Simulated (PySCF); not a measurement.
## Field gradients at the hydrogen positions

Species: C6H9ClSi.
SMILES with atom numbers: `[CH2:1]=[C:2]1[CH2:3][Si@H:4]1[C:5]1([Cl:6])[CH2:7][CH2:8]1` (hydrogens: H9, H10 on C1; H11, H12 on C3; H13 on Si4; H14, H15 on C7; H16, H17 on C8)

Geometry (GFN2-xTB, Å), atoms numbered from 1 in this order:
```xyz
17
C6H9ClSi angstrom
C      2.418    0.622    1.018
C      1.608    0.504   -0.009
C      1.605   -0.237   -1.327
Si     0.068    0.831   -0.997
C     -1.495   -0.056   -0.425
Cl    -2.690   -0.191   -1.737
C     -1.460   -1.190    0.554
C     -2.060    0.120    0.953
H      3.365    0.101    1.061
H      2.182    1.245    1.867
H      2.351    0.083   -2.042
H      1.567   -1.318   -1.265
H     -0.193    2.064   -1.716
H     -2.125   -2.025    0.390
H     -0.500   -1.466    0.964
H     -3.132    0.175    1.060
H     -1.516    0.751    1.641
```

Level: PBE0/pcSseg-1 (PySCF, non-relativistic); Q(2H) = 0.00286 b; rigid geometry, the same for H and D, with no vibrational averaging.

Question: Rank these positions by the coupling χzz of a deuteron there, largest first.
A. H15 (methylene hydrogen)
B. H13 (Si–H hydrogen)
C. H10 (vinylic hydrogen)

Answer: C (224 kHz), A (220 kHz), B (116 kHz).

Tabulate Vzz, the asymmetry η and χzz = 234.96 MHz × Q × Vzz for every hydrogen position.

| atom | bonded to | bond length (Å) | Vzz (au) | η | χzz (kHz) |
| --- | --- | --- | --- | --- | --- |
| H9 | C1 | 1.082 | 0.3281 | 0.04 | 220 |
| H10 | C1 | 1.079 | 0.3339 | 0.04 | 224 |
| H11 | C3 | 1.082 | 0.3346 | 0.07 | 225 |
| H12 | C3 | 1.083 | 0.3331 | 0.07 | 224 |
| H13 | Si4 | 1.450 | 0.1726 | 0.05 | 116 |
| H14 | C7 | 1.080 | 0.3286 | 0.07 | 221 |
| H15 | C7 | 1.080 | 0.3268 | 0.06 | 220 |
| H16 | C8 | 1.080 | 0.3285 | 0.07 | 221 |
| H17 | C8 | 1.080 | 0.3288 | 0.06 | 221 |

Average by the element that carries the hydrogen.

on C: 222 kHz over 8 positions, mean bond length 1.081 Å; on Si: 116 kHz over 1 position, mean bond length 1.450 Å.

A static deuteron (I = 1) shows a doublet split by (3/2)χ, (3/4)χ(1 + η) and (3/4)χ(1 − η) with the field along z, y and x of the gradient. What are these for H17?

With |χ| = 221.0 kHz and η = 0.061: 331, 176 and 156 kHz, to first order and without motion.

The structure is a single GFN2-xTB conformer in the gas phase; no vibrational or solvent corrections. GFN2-xTB bond lengths can be off by several hundredths of an ångström, more for odd bonds, and the gradients follow them. With so small a basis the couplings can be 20 % off.

These values come from a run that also computed NMR shieldings. Time: 63 s wall; peak memory 0.86 GiB. Hardware: one thread, Arm Neoverse N1 (aarch64), on a shared host.
